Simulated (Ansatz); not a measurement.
Job for Ansatz (a first-principles code): R-RI-MP2/aug-cc-pV(T+d)Z on HF (SMILES F) with ghost functions, monomers drawn apart or pushed together. Files ending in .json are basis or fitting sets from the Basis Set Exchange.

Ansatz 0.2 input:
```yaml
crystal:
  periodic: [false, false, false]
  atoms:
    - {symbol: F, position_ang: [1.45958480, 0.31951535, -0.17441569]}
    - {symbol: H, position_ang: [1.34353286, 0.29973948, 0.74874191]}
basis:
  gaussian:
    orbitals: aug-cc-pV_T+d_Z.json
    fitting: {mean_field: def2-universal-JKFIT, correlation: aug-cc-pVTZ-RIFIT.json}
    ghost_atoms:
      - {symbol: Si, position_ang: [-0.98094020, -0.31732308, 6.49994570]}
      - {symbol: Si, position_ang: [-0.95176072, -0.31645625, 4.15629459]}
      - {symbol: H, position_ang: [-2.32866038, -0.70423182, 6.97979636]}
      - {symbol: H, position_ang: [-0.65362301, 1.03571442, 7.00763551]}
      - {symbol: H, position_ang: [0.01542378, -1.28562808, 7.01495556]}
      - {symbol: H, position_ang: [-1.24165011, -1.65891923, 3.60352942]}
      - {symbol: H, position_ang: [0.41554929, 0.07371580, 3.69997768]}
      - {symbol: H, position_ang: [-1.90723440, 0.66585970, 3.59600030]}
magnetization: {spin_polarized: false}
correlation: {method: mp2, electrons: outside_noble_gas}
scf: {lower_state_search: off}
```

It printed:

```
WARN ansatz: RAYON_NUM_THREADS=1 ignored (pool sized by the plan → 1); use --threads N
Functional definition: HF
these checks for a lower state are left out or cut short: stability, starts, cluster_reference, orbital_swaps, neighbouring_geometries, increment
integrals: 0.31 GiB planned
459 factors; integrals over basis functions are off by at most 1.1e0 eV
mean field: 0.54 GiB planned
mean field evaluation 1: about -2721.8051 eV, gradient 2.5e1 eV
mean field evaluation 2: about -2722.4645 eV, gradient 1.7e1 eV
mean field evaluation 4: about -2722.7790 eV, gradient 3.5e-1 eV
mean field -2722.77957625 eV, -100.0603038609 hartree, gradient 1.4e-6 eV, S^2 0.000000; 0 other end points of the search recorded, 0 dependent functions left out
1 core orbitals not correlated
722 factors; their error is unknown
reference -2722.77957625 eV, -100.0603038609 hartree; 4, 4 occupied and 312, 312 virtual orbitals, 722 factors
second order -7.63411789 eV of doubles, -0.00000000 eV of singles
Total energy: -2730.41369414 eV, -100.3408525187 hartree
Checks for a lower state left out: stability, starts, cluster_reference, orbital_swaps, neighbouring_geometries, increment
```

The run converged.

Cost: roughly 3 core-seconds.
